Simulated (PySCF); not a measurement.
F₄Te, SMILES F[Te-](F)(F)F, charge -1, multiplicity 2. Geometry optimised at PBE-D3(BJ)/def2-SVPD. The def2 effective core potentials stand for the cores of Te; spin–orbit coupling is left out.

Computed equilibrium geometry at PBE-D3(BJ)/def2-SVPD (PySCF confirms it by a frequency run) as bond lengths and angles, and its point group:
point group C2v.
Atoms: Te1 F2 F3 F4 F5. Bonded distances (Å): Te1–F2 2.072, Te1–F3 2.072, Te1–F4 2.048, Te1–F5 2.048. Bond angles (°): F2–Te1–F3 175.8, F2–Te1–F4 88.4, F2–Te1–F5 88.4, F3–Te1–F4 88.4, F3–Te1–F5 88.4, F4–Te1–F5 77.8.
Charge -1, spin multiplicity 2.
